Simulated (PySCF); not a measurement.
A calculated (BLYP, PySCF 2.14, x2c-QZVPPall, the spin-free X2C one-electron Hamiltonian (Gaussian nucleus)) atom or ion has these occupied shells.

| shell | electrons | orbital energy (eV) | rms radius, mean of both spins (bohr) |
| --- | --- | --- | --- |
| 1s α | 1 | -65099.9 | 0.0215 |
| 1s β | 1 | -65099.9 | 0.0215 |
| 2s α | 1 | -11148.8 | 0.0869 |
| 2s β | 1 | -11148.8 | 0.0869 |
| 2p α | 3 | -9822.8 | 0.0788 |
| 2p β | 3 | -9822.8 | 0.0788 |
| 3s α | 1 | -2555.5 | 0.223 |
| 3s β | 1 | -2555.5 | 0.223 |
| 3p α | 3 | -2157.2 | 0.224 |
| 3p β | 3 | -2157.2 | 0.224 |
| 3d α | 5 | -1671.3 | 0.205 |
| 3d β | 5 | -1671.3 | 0.205 |
| 4s α | 1 | -529.77 | 0.498 |
| 4s β | 1 | -529.73 | 0.498 |
| 4p α | 3 | -398.41 | 0.530 |
| 4p β | 3 | -398.37 | 0.530 |
| 4d α | 5 | -225.13 | 0.577 |
| 4d β | 5 | -225.09 | 0.577 |
| 5s α | 1 | -85.916 | 1.20 |
| 5s β | 1 | -85.489 | 1.20 |
| 5p α | 3 | -54.594 | 1.41 |
| 5p β | 3 | -54.045 | 1.41 |
| 4f α | 7 | -35.893 | 0.766 |
| 4f β | 7 | -35.767 | 0.766 |
| 5d α | 1 | -20.229 | 2.18 |
| 6p α | 1 | -14.211 | 3.76 |

(1) Name the element and its charge.

Answers

(1) Hf²⁺ (hafnium, charge +2), in [Xe] 4f14 5d1 6p1, one real determinant (an excited configuration).
